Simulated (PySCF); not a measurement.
# C₆ coefficients of unlike pairs at M06-2X

Calculated with PySCF 2.14 from the dipole response of each species, C₆(A,B) = (3/π) ∫ α_A(iu) α_B(iu) du, in atomic units, from isotropic polarisabilities. For ions this is the dispersion term alone; charge-induced terms of lower order in 1/R come first.

```
species       configuration                                                                               basis     relativity  α (bohr³)  C₆ (like pair)
    V²⁺       [Ar] 3d3 (4F)                                                           aug-cc-pVDZ-DK (7s6p4d2f)  spin-free X2C      4.167           11.94
     Cd  [Kr] 4d10 5s2 (1S)  x2c-QZVPPall with one added diffuse shell each of s, p, d, f, g type (14s9p8d5f3g)  spin-free X2C      45.25           381.7
    Ne⁺   [He] 2s2 2p5 (2P)                                                              aug-cc-pVTZ (5s4p3d2f)           none      1.330           2.343
    Cl⁺   [Ne] 3s2 3p4 (3P)                                                          aug-cc-pV(T+d)Z (6s5p4d2f)           none      8.793           41.02
```

Task: Estimate C₆ for Cl⁺ with Ne⁺.

Result: The integral gives 8.885. The combination rule 2 C_A C_B / (C_A α_B/α_A + C_B α_A/α_B) gives 8.860 and the geometric mean 9.803.

No spin-orbit coupling is included.

The other pairs:

```
    pair     C₆
 Cd, V²⁺  58.64
 Ne⁺, Cd  22.66
Ne⁺, V²⁺  5.164
Cl⁺, V²⁺  21.57
 Cl⁺, Cd  115.5
```
